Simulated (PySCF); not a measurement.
Level of theory: r2SCAN-D4/def2-TZVP (PySCF). Gas-phase values, no solvent. One relaxed conformer stands for a flexible species; it need not be the lowest. Delta-SCF ions had no search for a lower state. 

Reference species (SMILES): `[NH2][InH][NH2]` (neutral, multiplicity 1).

```
Item                                      Result
--------------------------------------  --------
LUMO                                    -0.88 eV
vertical ionisation energy (Delta-SCF)   8.49 eV
HOMO–LUMO gap                            4.75 eV
```

Changed species: `[InH3]` (0 of 3 H replaced by NH2; the reference has 2 of 3 H replaced by NH2).

Give the shifts of the LUMO, vertical ionisation energy (Delta-SCF) and HOMO–LUMO gap.

the LUMO falls by 1.42 eV, to -2.30 eV; the vertical ionisation energy (Delta-SCF) rises by 1.95 eV, to 10.44 eV; the HOMO–LUMO gap goes up by 0.24 eV, to 4.99 eV.
